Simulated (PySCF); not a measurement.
[PySCF 2.14: GFN2-xTB structure; PBE0/pcSseg-1 with gauge-including orbitals; relativity neglected; gas phase; equivalent nuclei averaged; single conformer]

References, each an isolated molecule treated in the same way: TMS for 1H (31.72 ppm) and 13C (186.93 ppm). Shifts are as computed. Against solution values, carbons near 30 ppm lie about +3 ppm off and those near 130 ppm about +5 ppm. Of 1309 compounds with measured shifts, 239 miss one by over three times the rms of a fit or turn the order of signals round; such compounds aren't used in these exercises. OH and NH positions are gas-phase values without hydrogen bonding to other molecules.

(1) Order these molecules by the shift of their most deshielded carbon, lowest δ first.
A. C=C([SiH2]N)C(=O)CCC#N
B. C[C@H](F)C(F)=C(F)F
C. F/C=C(/F)CC(F)F
D. F/C=C(\F)CC(F)F

(2) Order these molecules by the shift of their most shielded carbon, lowest δ first.
A. C=C(OC)[SiH2]/N=C/CC#N
B. C[C@H](F)C(F)=C(F)F
C. C=C([SiH2]N)C(=O)CCC#N
D. F/C=C(/F)CC(F)F
E. FC/C=C\C(F)(F)F

(3) How many 13C and 1H signals does each give (equivalence by symmetry and fast rotation, but not about amide C–N or C=N bonds)? `C=C([SiH2]N)C(=O)CCC#N`, `C=C(OC)[SiH2]/N=C/CC#N`, `F/C=C(\F)CC(F)F`, `FC/C=C\C(F)(F)F`, `F/C=C(/F)CC(F)F`, `C[C@H](F)C(F)=C(F)F`

## Answers

(1) D (152.8 ppm, fully substituted alkene carbon), C (160.2 ppm, fully substituted alkene carbon), B (167.9 ppm, fully substituted alkene carbon), A (214.6 ppm, ketone carbonyl carbon).

(2) C (13.3 ppm, sp3 CH2 α to a nitrile), B (22.7 ppm, methyl carbon), A (33.2 ppm, sp3 CH2 α to a nitrile), D (37.5 ppm, allylic sp3 CH2), E (83.8 ppm, allylic sp3 CH2 bonded to F).

(3) C=C([SiH2]N)C(=O)CCC#N: 6 C, 6 H; C=C(OC)[SiH2]/N=C/CC#N: 6 C, 6 H; F/C=C(\F)CC(F)F: 4 C, 3 H; FC/C=C\C(F)(F)F: 4 C, 3 H; F/C=C(/F)CC(F)F: 4 C, 3 H; C[C@H](F)C(F)=C(F)F: 4 C, 2 H.
